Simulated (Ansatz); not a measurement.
`BS[SiH2][SiH2][SiH3]` and `O=C[SiH2][SiH2][SiH3]` differ in one atom or group.

Ansatz, PBE0-D4/def2-TZVP geometries, multiplicity 1. Each molecule was computed in one conformer, which needn't be the lowest.

```csv
property,`BS[SiH2][SiH2][SiH3]`
LUMO energy (PBE/def2-TZVPP) / eV,-2.53
HOMO–LUMO gap (B3LYP/def2-TZVPP) / eV,5.79
HOMO–LUMO gap (ωB97M-V/def2-TZVPP) / eV,10.08
LUMO energy (B3LYP/def2-TZVPP) / eV,-1.77
HOMO–LUMO gap (PBE0/def2-TZVPP) / eV,6.17
size of the dipole moment (ωB97M-V/def2-TZVPP) / D,1.07
```

Q: Give the same properties after the change, and the shifts. (An estimate is asked.)

A: Ansatz gave: 
```json
{"property": "LUMO energy (PBE/def2-TZVPP) / eV", "`O=C[SiH2][SiH2][SiH3]`": "-2.91", "shift": "-0.38"}
{"property": "HOMO–LUMO gap (B3LYP/def2-TZVPP) / eV", "`O=C[SiH2][SiH2][SiH3]`": "4.96", "shift": "-0.83"}
{"property": "HOMO–LUMO gap (ωB97M-V/def2-TZVPP) / eV", "`O=C[SiH2][SiH2][SiH3]`": "9.92", "shift": "-0.16"}
{"property": "LUMO energy (B3LYP/def2-TZVPP) / eV", "`O=C[SiH2][SiH2][SiH3]`": "-2.01", "shift": "-0.24"}
{"property": "HOMO–LUMO gap (PBE0/def2-TZVPP) / eV", "`O=C[SiH2][SiH2][SiH3]`": "5.42", "shift": "-0.75"}
{"property": "size of the dipole moment (ωB97M-V/def2-TZVPP) / D", "`O=C[SiH2][SiH2][SiH3]`": "1.84", "shift": "0.77"}
```

With PBE0 the HOMO rises by 0.61 eV and the LUMO falls by 0.15 eV, so the gap narrows by about 0.76 eV. PBE moves the HOMO by 0.99 eV and ωB97M-V by 0.34 eV. Dipoles are sizes alone; their direction can turn.

B3LYP here is the variant with VWN-RPA as its local correlation; programs differ in this.
